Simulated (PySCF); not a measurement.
Compound: CdCl2 (singlet state).
SMILES: `[Cl][Cd][Cl]`

Level of theory: PBE0-D3(BJ)/def2-SVP geometry optimisation, gas phase, def2 core potentials past Kr in PySCF 2.14.0.

Take the most abundant isotopes and a rigid rotor. 

Q: What are the moment of inertia and the rotational constant?

A: I = 362.682 u·Å², B = 505379 MHz·u·Å²/I = 1393 MHz (0.0465 cm⁻¹, or 0.067 K as hB/k).

Q: List the first levels of a rigid rotor in a Σ state.

A: E(J) = BJ(J+1): J = 1: 0.093, J = 2: 0.279, J = 3: 0.558, J = 4: 0.930, J = 5: 1.394, J = 6: 1.952 cm⁻¹.

Q: Has it a pure rotational spectrum?

A: Not by electric dipole: D∞h allows no dipole (computed 0.01 D). Rotational Raman lines (ΔJ = 2) lie at B(4J + 6), spaced by 4B = 0.186 cm⁻¹, with nuclear-spin weights that differ between even and odd J.

Q: Estimate the classical rotational partition function at 200 K, 298.15 K and 500 K.

A: Point group D∞h, symmetry number σ = 2; q = kT/(σhB), k/h = 20836.6 MHz/K: 1500 at 200 K, 2230 at 298.15 K, 3740 at 500 K.

PBE0-D3(BJ)/def2-SVP frequencies: not computed here. No vibrational averaging or centrifugal distortion is included, and the geometry carries the error of its method.

On an Arm Neoverse V1 with one thread, shared host, this took 8.5 s of wall time and 0.26 GiB of memory at its peak. These figures are those of the optimisation.
